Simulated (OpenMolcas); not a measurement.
# Pr3+: CASPT2 settings compared

```json
{
 "Program": "OpenMolcas",
 "Basis": "ANO-R1 [7s5p3d2f]",
 "Scalar Hamiltonian": "X2C, finite nucleus",
 "Active space": "2 electrons in 7 orbitals (4f)",
 "State averaging": "2S+1 = 3 even, 21 roots (18 in the spin-orbit step); 2S+1 = 1 even, 14 roots kept (CI in the orbitals of an earlier block)",
 "Spin-orbit coupling": "state interaction with AMFI integrals over the reference wave functions, term energies averaged over their components"
}
```

Methods on the same reference wave functions:
A. CASSCF
B. SS-CASPT2, IPEA 0.75 Eh, sigma2 regulariser 0.25 Eh (closed shells correlated: 4d 5s 5p)
C. SS-CASPT2, IPEA 0.15 Eh, sigma1 regulariser 0.4 Eh (closed shells correlated: 5s 5p)
D. SS-CASPT2, IPEA 0.75 Eh, no level shift (closed shells correlated: 5s 5p)

Energies in cm-1 above 4f2 3H4, the measured ground level; measured values from Martin, Zalubas and Hagan, Atomic Energy Levels: The Rare-Earth Elements, NSRDS-NBS 60 (1978).

| Level | A | B | C | D | Measured |
| --- | --- | --- | --- | --- | --- |
| 4f2 3H4 | 0.0 | 0.0 | 0.0 | 0.0 | 0.0 |
| 4f2 3H5 | 2332 | 2360 | 2340 | 2340 | 2152 |
| 4f2 3H6 | 4835 | 4860 | 4840 | 4840 | 4389 |
| 4f2 3F2 | 6893 | 5560 | 5980 | 6070 | 4997 |
| 4f2 3F3 | 8387 | 7080 | 7500 | 7580 | 6415 |

Deviations, from unrounded energies. A percentage is the sum of absolute deviations over the sum of measured energies, with the sign that they share, or ± where signs differ.

```tsv
Against measurement	Levels	A	B	C	D
mean absolute deviation (cm-1)	4	1100	470	680	720
fine structure of the ground term (%)	2	+9.6	+10.3	+9.7	+9.8
other terms of the ground configuration (%)	2	+33.9	+10.7	+18.2	+19.6
```

B lies closest to measurement on these levels and A furthest from it. The largest miss of B in the table is 4f2 3F3, by +670 cm-1. The ranking rests on the paired levels alone, and a cruder setting can come out closer through cancelling errors.

Among B to D the level of the table that moves most is 4f2 3F2, by 510 cm-1 (lowest in B, highest in D). Moves below CASPT2's spread within the term are not significant.

The lowest spin-free term lies below A's lowest term by 0.377 hartree in B, 0.119 hartree in C, 0.115 hartree in D.

CASPT2 breaks the degeneracy within a term, and the mean is taken; among the terms shown or strongly mixed into the levels shown the widest spread is 55 cm-1 (4f2 3H, B). Some high roots are left out of the spin-orbit mixing, which shifts the levels that they would mix with. The basis is small and was not contracted for so high a charge. Without dynamic correlation excited terms often stand tens of per cent too high (terms of higher spin than the ground term too low), and those without a measured partner can miss by more than the paired ones (holds for A). Some terms miss by over 15 % even with CASPT2, which points to a basis or an active space too small for the shells correlated (holds for C; D). Measured partners are found by configuration, term and J. A level has none where our copy of the source lacks it or the pairing is in doubt (some pairs that miss far off the trend of their configuration count as doubtful), and it then counts in no deviation. Only configurations of the active space appear. The table leaves out levels that lie high or whose names do not pair safely across all columns.
